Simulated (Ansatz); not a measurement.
CH₃F₃GeO (`FC(F)(F)[O][GeH3]`), relaxed with RKS PBE-D4/def2-SVP in Ansatz 0.2.0 from a rough embedded geometry. The force threshold is 0.03 eV/Å; the program also tests the step.

Total charge 0; spin multiplicity 1.

Start:

```xyz
9

F    -1.357   -0.597    2.200
C    -0.353   -0.266    1.230
F     0.319    0.915    1.595
F     0.485   -1.304    1.240
O    -0.992   -0.125    0.002
Ge    0.232    0.268   -1.282
H     0.937    1.578   -0.936
H     1.229   -0.888   -1.362
H    -0.501    0.419   -2.688
```

(1) By how much does the energy fall, and how many steps does the optimiser take? (An estimate is asked.)

(2) Which bonds change most? (Estimate.)

(3) Give the relaxed structure. (An estimate is asked.)

Results:

(1) Computed: 11.05 kcal/mol, in 14 steps, 1 of them rejected.

(2) Ansatz gave: F1–C2 from 1.436 to 1.343 Å; C2–O5 from 1.391 to 1.335 Å; Ge6–H9 from 1.592 to 1.541 Å; C2–F3 from 1.407 to 1.372 Å.

(3) Ansatz gave: 
```xyz
9

F    -1.371   -0.230    2.158
C    -0.398   -0.345    1.241
F     0.632    0.481    1.616
F     0.091   -1.613    1.313
O    -0.866   -0.045    0.028
Ge    0.296    0.370   -1.346
H     0.681    1.858   -1.194
H     1.515   -0.573   -1.232
H    -0.578    0.096   -2.586
```
